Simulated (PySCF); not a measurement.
PySCF 2.14 calculation with geometry: GFN2-xTB and σ from GIAO-PBE0/pcSseg-1; isolated molecule, averaged over atoms made equivalent by symmetry, fast rotation or ring inversion, one conformer, no relativistic terms.

Referencing at the same level of theory: TMS for ¹H (σ = 31.72 ppm), ¹³C (σ = 186.93 ppm). Shifts are as computed. Against solution values, carbons near 30 ppm lie about +3 ppm off and those near 130 ppm about +5 ppm. Of 1211 compounds with measured shifts, 218 miss one by over three times the rms of a fit or turn the order of signals round; such compounds aren't used in these exercises.

Q: Order these molecules by the shift of their most deshielded carbon, lowest δ first.
A. C=C/C=C(/OC)C(=O)F
B. FC(F)(F)/P=P/C[SiH3]
C. Cc1cnc(C(C)C)pc1
D. C=C[SiH2]CC1=CC(=O)[SiH2]C1

A: B (141.6 ppm, CF3 carbon), A (160.9 ppm, carbonyl carbon), C (212.2 ppm, substituted aromatic carbon next to a ring nitrogen), D (232.2 ppm, carbonyl carbon).

Q: Order these molecules by the shift of their most shielded carbon, lowest δ first.
A. C=C[SiH2]CC1=CC(=O)[SiH2]C1
B. Cc1cnc(C(C)C)pc1
C. C=C/C=C(/OC)C(=O)F

A: A (17.7 ppm, allylic sp3 CH2 bonded to Si), B (24.8 ppm, methyl carbon on an aromatic ring), C (56.3 ppm, methyl carbon bonded to O).

Q: How many ¹³C and ¹H signals does each give (equivalence by symmetry and fast rotation, but not about amide C–N or C=N bonds)? `Cc1cnc(C(C)C)pc1`, `C=C[SiH2]CC1=CC(=O)[SiH2]C1`, `C=C/C=C(/OC)C(=O)F`, `FC(F)(F)/P=P/C[SiH3]`

A: Cc1cnc(C(C)C)pc1: 7 C, 5 H; C=C[SiH2]CC1=CC(=O)[SiH2]C1: 7 C, 8 H; C=C/C=C(/OC)C(=O)F: 6 C, 5 H; FC(F)(F)/P=P/C[SiH3]: 2 C, 2 H.
